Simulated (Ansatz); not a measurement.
MN(OH)3 with several metals: gap (eV) at several levels, gas phase, relaxed structures; Ansatz. Core potentials for Mo, W in the def2 sets, no spin–orbit coupling. Names give formal oxidation states. The structures are stationary points that may keep the symmetry of their start. Remarks come from the PBE and PBE0 runs and from stability tests at other levels; not every state was tested.

```tsv
species	state	geometry	PBE-D4/def2-SVP	PBE-D4/def2-TZVP	PBE-D4/def2-TZVPD	B3LYP-D4/def2-TZVP	PBE0-D4/def2-TZVPD	remarks
CrN(OH)3 (CrNO3H3)	singlet	B3LYP-D4/def2-SVP	3.88	4.00	4.00	5.87	6.41	restricted SCF unstable in HF
WN(OH)3 (WNO3H3)	singlet	r2SCAN-D4/def2-SVP	5.05	4.99	4.95	6.86	7.33	restricted SCF unstable in HF
MoN(OH)3 (MoNO3H3)	singlet	B3LYP-D4/def2-SVP	4.67	4.62	4.59	6.51	6.99	restricted SCF unstable in HF
```

Task: Estimate the column for PBE0-D4/def2-TZVP.

Result: CrN(OH)3 (CrNO3H3) 6.40; WN(OH)3 (WNO3H3) 7.38; MoN(OH)3 (MoNO3H3) 7.03.

Over the 3 species that have every level, the mean is 4.53 at PBE-D4/def2-SVP, 4.54 at PBE-D4/def2-TZVP, 4.51 at PBE-D4/def2-TZVPD, 6.42 at B3LYP-D4/def2-TZVP, 6.94 at PBE0-D4/def2-TZVP, 6.91 at PBE0-D4/def2-TZVPD. Orbital gaps grow with the share of exact exchange and aren't one observable across functionals.
